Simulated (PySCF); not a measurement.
HFSi (SMILES F[SiH]), singlet, geometry from GFN2-xTB; DF-B3LYP/aug-cc-pVDZ (PySCF).

Here is a job for PySCF.
```python
from pyscf import gto, scf, dft
import numpy

mol = gto.Mole()
mol.atom = '''
    Si   -0.24845443   -0.32714290    0.45770159
    H    -0.88585188   -1.16646728   -0.57945722
    F     0.48491266    0.63849643   -0.64759612
'''
mol.basis = 'aug-cc-pvdz'
mol.verbose = 4
mol.build()
print('smallest overlap eigenvalue', numpy.linalg.eigvalsh(mol.intor('int1e_ovlp'))[0])

mf = dft.RKS(mol)
mf.xc = 'b3lyp'
mf = mf.density_fit(auxbasis='def2-universal-jkfit')
mf = scf.addons.remove_linear_dep_(mf, threshold=1e-8, lindep=1e-8)
mf.kernel()
```

### Question
Predict the main parts of the log of this PySCF run.

### Answer

```
PySCF version 2.14.0

[INPUT] verbose = 4
[INPUT] num. atoms = 3
[INPUT] num. electrons = 24
[INPUT] charge = 0
[INPUT] spin (= nelec alpha-beta = 2S) = 0
[INPUT] symmetry False subgroup None
[INPUT] Mole.unit = angstrom
[INPUT] Symbol           X                Y                Z      unit          X                Y                Z       unit  Magmom
[INPUT]  1 Si    -0.248454430000  -0.327142900000   0.457701590000 AA   -0.469510827135  -0.618210484596   0.864930651878 Bohr   0.0
[INPUT]  2 H     -0.885851880000  -1.166467280000  -0.579457220000 AA   -1.674017440131  -2.204303692466  -1.095015446702 Bohr   0.0
[INPUT]  3 F      0.484912660000   0.638496430000  -0.647596120000 AA    0.916352121734   1.206583384213  -1.223779306131 Bohr   0.0

nuclear repulsion = 47.7490396212295
number of shells = 21
number of NR pGTOs = 96
number of NR cGTOs = 59
basis = aug-cc-pvdz
ecp = {}
input.py:18: DeprecationWarning: remove_linear_dep_ is deprecated and will be removed in a future release. Linear dependency handling is now built into the SCF procedure by default. Linear dependency removal can be controlled using the following settings:
  pyscf.scf.hf.remove_overlap_zero_eigenvalue = True
  pyscf.scf.hf.overlap_zero_eigenvalue_threshold = 1e-6

  mf = scf.addons.remove_linear_dep_(mf, threshold=1e-8, lindep=1e-8)
smallest overlap eigenvalue 0.0010782459670909345

******** <class 'pyscf.df.df_jk.DFRKS'> ********
method = DFRKS
initial guess = minao
damping factor = 0
level_shift factor = 0
DIIS = <class 'pyscf.scf.diis.CDIIS'>
diis_start_cycle = 1
diis_space = 8
diis_damp = 0
SCF conv_tol = 1e-09
SCF conv_tol_grad = None
SCF max_cycles = 50
direct_scf = False
XC library pyscf.dft.libxc version 7.1.2
    S. Lehtola, C. Steigemann, M. J. T. Oliveira, and M. A. L. Marques,  SoftwareX 7, 1–5 (2018)
XC functionals = b3lyp
    P. J. Stephens, F. J. Devlin, C. F. Chabalowski, and M. J. Frisch,  J. Phys. Chem. 98, 11623 (1994)
radial grids:
    Treutler-Ahlrichs [JCP 102, 346 (1995); DOI:10.1063/1.469408] (M4) radial grids

becke partition: Becke, JCP 88, 2547 (1988); DOI:10.1063/1.454033
pruning grids: <function nwchem_prune>
grids dens level: 3
symmetrized grids: False
atomic radii adjust function: <function treutler_atomic_radii_adjust>
small_rho_cutoff = 0
Set gradient conv threshold to 3.16228e-05
Initial guess from minao.
tot grids = 43256
******** <class 'pyscf.df.df.DF'> ********
auxbasis = def2-universal-jkfit
init E= -389.920854016245
  HOMO = -0.238373324477481  LUMO = -0.117014422851528  gap/eV = 3.30234
cycle= 1 E= -389.905582971694  delta_E= 0.0153  |g|= 0.535  |ddm|= 1.45
  HOMO = -0.231652160501555  LUMO = -0.115003606813225  gap/eV = 3.17417
cycle= 2 E= -389.700888361201  delta_E= 0.205  |g|= 1.22  |ddm|= 1.15
  HOMO = -0.255978095577807  LUMO = -0.115203049533844  gap/eV = 3.83068
cycle= 3 E= -389.959905229052  delta_E= -0.259  |g|= 0.0304  |ddm|= 0.735
  HOMO = -0.253675435795481  LUMO = -0.109121891735442  gap/eV = 3.93350
cycle= 4 E= -389.960181889297  delta_E= -0.000277  |g|= 0.0131  |ddm|= 0.0804
  HOMO = -0.255176861073644  LUMO = -0.110647126431205  gap/eV = 3.93285
cycle= 5 E= -389.960236364891  delta_E= -5.45e-05  |g|= 0.00159  |ddm|= 0.019
  HOMO = -0.254990929222253  LUMO = -0.11057041837041  gap/eV = 3.92988
cycle= 6 E= -389.960236975225  delta_E= -6.1e-07  |g|= 0.000208  |ddm|= 0.00169
  HOMO = -0.254985407552689  LUMO = -0.11055989602378  gap/eV = 3.93002
cycle= 7 E= -389.960236986779  delta_E= -1.16e-08  |g|= 5.12e-05  |ddm|= 0.000287
  HOMO = -0.254996480097309  LUMO = -0.110568355258221  gap/eV = 3.93009
cycle= 8 E= -389.960236987375  delta_E= -5.96e-10  |g|= 8.89e-06  |ddm|= 8.44e-05
  HOMO = -0.254995318559252  LUMO = -0.110567712774904  gap/eV = 3.93008
Extra cycle  E= -389.960236987353  delta_E= 2.21e-11  |g|= 1.46e-05  |ddm|= 1.86e-05
converged SCF energy = -389.960236987353
```
